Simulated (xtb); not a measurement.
CH₇FSi₂, SMILES F[SiH2]C[SiH3]. All values are semi-empirical tight-binding results from xtb (GFN2-xTB unless named), good for trends rather than for accurate numbers. Geometry optimised at GFN2-xTB. Other conformers were not sampled.

Optimised geometry:

Bonded distances (Å): Si1–C2 1.905, Si1–H5 1.466, Si1–H6 1.467, Si1–H7 1.462, C2–Si3 1.890, C2–H8 1.091, C2–H9 1.090, Si3–F4 1.613, Si3–H10 1.456, Si3–H11 1.458. Bond angles (°): C2–Si1–H5 109.2, C2–Si1–H6 108.6, C2–Si1–H7 110.4, H5–Si1–H6 109.1, H5–Si1–H7 110.2, H6–Si1–H7 109.4, Si1–C2–Si3 115.2, Si1–C2–H8 108.5, Si1–C2–H9 108.9, Si3–C2–H8 108.9, Si3–C2–H9 109.0, H8–C2–H9 106.0, C2–Si3–F4 107.6, C2–Si3–H10 113.3, C2–Si3–H11 113.1, F4–Si3–H10 104.6, F4–Si3–H11 104.1, H10–Si3–H11 113.2.

* **orbital gap**: 5.71 eV
* **dipole moment**: 1.86 D
* **zero-point energy**: 43.5 kcal/mol
* **G − E(el) at 298.15 K (modified RRHO)**: 24.0 kcal/mol
* **static polarisability (D4 model)**: 73.6 bohr³
* **solvation energy, GFN2-xTB/ALPB(water)**: 0.7 kcal/mol
* **solvation energy, GFN2-xTB/ALPB(octanol)**: -1.9 kcal/mol

Computed atomic charges and the Wiberg bond orders between heavy atoms:
charges (e) Si1 0.45, C2 -0.25, Si3 0.54, F4 -0.29, H5 -0.11, H6 -0.11, H7 -0.10, H8 0.02, H9 0.01, H10 -0.09, H11 -0.08. Bond orders Si1–C2 0.90, C2–Si3 0.93, Si3–F4 1.08.
